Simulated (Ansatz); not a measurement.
Ansatz (a first-principles code) input (CCSD(T)/cc-pVTZ):

Ansatz 0.2 input:
```yaml
crystal:
  periodic: [false, false, false]
  atoms:
    - {symbol: C, position_ang: [-1.59854954, -0.49042414, -0.27468231]}
    - {symbol: Si, position_ang: [0.25298279, -0.22799580, -0.24605654]}
    - {symbol: F, position_ang: [0.77413874, -0.44862135, 1.25603515]}
    - {symbol: F, position_ang: [0.55373608, 1.30874576, -0.59894665]}
    - {symbol: H, position_ang: [-1.84505168, -1.51241822, 0.01354687]}
    - {symbol: H, position_ang: [-1.99759743, -0.29610403, -1.27032870]}
    - {symbol: H, position_ang: [-2.05868609, 0.20188856, 0.43587070]}
basis:
  gaussian:
    orbitals: cc-pVTZ
magnetization: {spin_polarized: true, initial_magnetization: 1}
correlation: {method: ccsd_t, electrons: outside_noble_gas}
```

Output:

```
Functional definition: HF
integrals: 0.78 GiB planned
973 factors; integrals over basis functions are off by at most 1.2e-3 eV
mean field: 0.66 GiB planned
mean field evaluation 1: about -14354.3137 eV, gradient 2.8e1 eV
mean field evaluation 2: about -14354.3285 eV, gradient 2.8e1 eV
mean field evaluation 4: about -14357.6471 eV, gradient 2.7e0 eV
mean field evaluation 8: about -14357.7393 eV, gradient 1.7e-1 eV
mean field evaluation 16: about -14357.7043 eV, gradient 9.8e-1 eV
mean field -14357.73991561 eV, -527.6372098730 hartree, gradient 2.6e-6 eV, S^2 0.753738; 0 other end points of the search recorded, 0 dependent functions left out
8 core orbitals not correlated
reference -14357.73991561 eV, -527.6372098730 hartree; 13, 12 occupied and 145, 146 virtual orbitals, 973 factors
second order -21.10209548 eV of doubles, -0.00000000 eV of singles
coupled cluster: 2.25 GiB planned
cycle   1  -21.08441057 eV  change    1.8e-2 eV  update   9.2e-2
cycle   2  -21.50768941 eV  change   -4.2e-1 eV  update   2.8e-2
cycle   3  -21.61777553 eV  change   -1.1e-1 eV  update   1.5e-2
cycle   4  -21.60666983 eV  change    1.1e-2 eV  update   4.2e-3
cycle   5  -21.60451341 eV  change    2.2e-3 eV  update   2.1e-3
cycle   6  -21.60575446 eV  change   -1.2e-3 eV  update   7.7e-4
cycle   7  -21.60569230 eV  change    6.2e-5 eV  update   3.3e-4
cycle   8  -21.60570946 eV  change   -1.7e-5 eV  update   1.1e-4
cycle   9  -21.60575916 eV  change   -5.0e-5 eV  update   4.6e-5
cycle  10  -21.60574000 eV  change    1.9e-5 eV  update   1.8e-5
perturbative correction -0.68717349 eV, -0.0252531602 hartree
Total energy: -14380.03282910 eV, -528.4564593332 hartree
```

It need not be the lowest isomer of its formula.
